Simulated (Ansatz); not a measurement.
**Relaxing a trial structure of F3HSi**

The starting geometry of this gas-phase triplet was optimised with GFN2-xTB as a singlet; its bonds are those of `F[SiH](F)F`.

```yaml
atoms:
  - { symbol: F, position_ang: [-1.2664, -2.4976, 0.0155] }
  - { symbol: F, position_ang: [-0.1840, -2.7492, 2.2732] }
  - { symbol: F, position_ang: [-0.6196, -0.4597, 1.3325] }
  - { symbol: Si, position_ang: [-1.2539, -1.8998, 1.4786] }
  - { symbol: H, position_ang: [-2.5396, -1.8941, 2.0995] }
```

Task: Predict what it relaxes into with B3LYP/6-31G*.

Result: It falls apart into F3Si + H. Contacts that open: Si4–H5 (1.43 → 4.16 Å).

The energy falls by 6.15 eV over 39 steps:

```
step  E − E(last) (eV)
   1             6.149
   5             0.653
   9             0.037
  14             0.002
  18             0.001
  22             0.001
  26             0.001
  31             0.000
  35             0.000
  39             0.000
```

Final geometry (Å):

```xyz
5

F    -1.7363   -1.9873    0.6137
F    -0.1601   -1.9226    2.6682
F     0.5707   -0.8237    0.4398
Si   -0.6793   -1.0823    1.4074
H    -3.8584   -3.6846    2.0702
```

No frequencies were run, so the end isn't proven a minimum. Open shells are spin-unrestricted. The triplet needn't be the ground state. Run with Ansatz 0.2.0, 76 s on 1 thread of Intel(R) Xeon(R) 6975P-C (Granite Rapids), on a shared host.
